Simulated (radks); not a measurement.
Results of a calculation; reference values are marked as such.
Question: All-electron atom: V4+ in [Ne] 3s2 3p5.5 3d1 4d0.5 (fractional occupations, a model configuration). Level of theory: non-relativistic Kohn-Sham, LDA (Slater exchange, VWN5 correlation), spin-unpolarised, spherical densities, point nucleus (a radial shooting solver on a logarithmic mesh with Libxc functionals). Some entries of the table are withheld. Estimate them.

| orbital | occ. | eigenvalue (Ry) | <r> (bohr) | r(max) (bohr) |
|---|---|---|---|---|
| 1s | 2 | (1) | 0.06718 | 0.04419 |
| 2s | 2 | -48.39465 | (2) | 0.2587 |
| 2p | 6 | -41.63565 | 0.2753 | 0.2090 |
| 3s | 2 | (3) | 0.9228 | 0.8132 |
| 3p | 5.5 | -7.48559 | 0.9592 | 0.8250 |
| 3d | 1 | -4.48572 | (4) | 0.7958 |
| 4s | 0 | -3.04562 | 2.277 | 2.103 |
| 4p | 0 | -2.54414 | 2.503 | 2.309 |
| 4d | 0.5 | -1.80977 | (5) | 2.829 |

Answer: 
(1) 1s eigenvalue (Ry): -395.1854
(2) 2s <r> (bohr): 0.3117
(3) 3s eigenvalue (Ry): -9.37376
(4) 3d <r> (bohr): 1.042
(5) 4d <r> (bohr): 3.031
